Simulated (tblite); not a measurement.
Task: Write Cartesian coordinates for `p1cpccc1OC` as optimised with GFN2-xTB.

Result: 
```
atom  x, y, z in Å
C1     2.538   -0.352   -0.036
O2     1.542    0.611   -0.256
C3     0.249    0.225   -0.077
C4    -0.672    1.244   -0.320
C5    -2.040    1.175   -0.231
P6    -3.023   -0.191    0.207
C7    -1.837   -1.408    0.499
P8    -0.113   -1.420    0.416
H9     2.516   -0.715    0.998
H10    3.488    0.143   -0.233
H11    2.418   -1.207   -0.711
H12   -0.224    2.187   -0.612
H13   -2.593    2.079   -0.461
H14   -2.247   -2.371    0.795
```

Any rigid rotation of these coordinates is as good. Atoms count from 1 in this order. The C–O distances run from 1.360 Å (O2–C3, drawn single) to 1.403 Å (C1–O2, drawn single), a spread of 0.043 Å. The 2 C–C bonds span 1.373 Å (C4–C5, aromatic) to 1.395 Å (C3–C4, aromatic), a spread of 0.022 Å. The 8 heavy atoms lie in one plane (0.002 Å rms). Of the pairs four or more bonds apart, P8···H11 is among the closest relative to their van der Waals radii: 2.78 Å, 93 % of the sum of Bondi's values.

Bonds between heavy atoms (Å): C1–O2 1.403, O2–C3 1.360, C3–C4 1.395, C4–C5 1.373, C5–P6 1.739, P6–C7 1.725, C7–P8 1.726, C3–P8 1.755.

Computed geometry: GFN2-xTB, gas phase.

Point group: Cs (every atom within 0.08 Å of its image). Its GFN2-xTB frequencies are all real (lowest 85 cm⁻¹). One conformer, not necessarily the lowest (C1–O2–C3–C4 180°).

The run took 0.3 s of wall time on one thread, Arm Neoverse V1 (aarch64), no GPU, shared host. This is the geometry optimisation.
